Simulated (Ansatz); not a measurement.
One change: `N[SiH2][SiH](O)S` becomes `O[SiH](S)[GeH3]`.

Ansatz, PBE0-D4/def2-TZVP geometries, multiplicity 1. Each molecule was computed in one conformer, which needn't be the lowest.

Scalar relativity is left out up to krypton.

```json
{"property": "HOMO energy (PBE/def2-TZVPP) / eV", "`N[SiH2][SiH](O)S`": "-6.07"}
{"property": "LUMO energy (PBE/def2-TZVPP) / eV", "`N[SiH2][SiH](O)S`": "-1.33"}
{"property": "LUMO energy (PBE0/def2-TZVPP) / eV", "`N[SiH2][SiH](O)S`": "-0.51"}
{"property": "HOMO–LUMO gap (B3LYP/def2-TZVPP) / eV", "`N[SiH2][SiH](O)S`": "6.41"}
{"property": "HOMO–LUMO gap (PBE/def2-TZVPP) / eV", "`N[SiH2][SiH](O)S`": "4.74"}
{"property": "HOMO–LUMO gap (PBE0/def2-TZVPP) / eV", "`N[SiH2][SiH](O)S`": "6.83"}
```

(1) Give the same properties after the change, and the shifts. (Best estimate.)

Results:

(1) Ansatz gave: 
| property | `O[SiH](S)[GeH3]` | shift |
| --- | --- | --- |
| HOMO energy (PBE/def2-TZVPP) / eV | -6.30 | -0.23 |
| LUMO energy (PBE/def2-TZVPP) / eV | -0.99 | 0.34 |
| LUMO energy (PBE0/def2-TZVPP) / eV | -0.17 | 0.34 |
| HOMO–LUMO gap (B3LYP/def2-TZVPP) / eV | 6.85 | 0.44 |
| HOMO–LUMO gap (PBE/def2-TZVPP) / eV | 5.31 | 0.57 |
| HOMO–LUMO gap (PBE0/def2-TZVPP) / eV | 7.29 | 0.46 |

With PBE0 the HOMO falls by 0.12 eV and the LUMO rises by 0.34 eV, so the gap widens by about 0.46 eV. PBE moves the HOMO by -0.23 eV and ωB97M-V by -0.08 eV.

B3LYP here is the variant with VWN-RPA as its local correlation; programs differ in this.
